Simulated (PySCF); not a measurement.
H₆O₃Si₂. Atoms are numbered in the order given.

```xyz
11

O      1.0891     1.6290     0.5656
Si     1.3544     0.3193    -0.4721
Si    -0.5892    -0.8489     0.0508
O     -1.0558    -0.1206     1.4737
O     -1.6451    -0.6016    -1.2168
H      1.7345     2.3430     0.5777
H      1.4788     0.7696    -1.8913
H      2.6252    -0.3889    -0.1198
H     -0.4810    -2.3071     0.3298
H     -0.6642     0.7605     1.5697
H     -2.5114    -1.0174    -1.1478
```

Geometry optimised at ωB97X-D3(BJ)/def2-SVP. One conformer was computed; it need not be the lowest.

Level of theory: PySCF with PBE0/pcSseg-1.

GIAO shieldings, no solvent; atoms listed in one row are averaged. δ = σ(ref) − σ: ¹⁷O against H2O (σ = 334.2 ppm); ²⁹Si against TMS (σ = 352.7 ppm); ¹H against TMS (σ = 31.56 ppm), references at their B3LYP-D3(BJ)/def2-TZVP geometries, non-relativistic.

```tsv
nucleus	atoms	count	δ (ppm)
¹⁷O	O4	1	73.4
¹⁷O	O5	1	71.4
¹⁷O	O1	1	-11.3
²⁹Si	Si3	1	-11.7
²⁹Si	Si2	1	-25.3
¹H	H9	1	5.43
¹H	H7	1	5.35
¹H	H8	1	5.24
¹H	H10	1	4.48
¹H	H11	1	2.54
¹H	H6	1	0.68
```
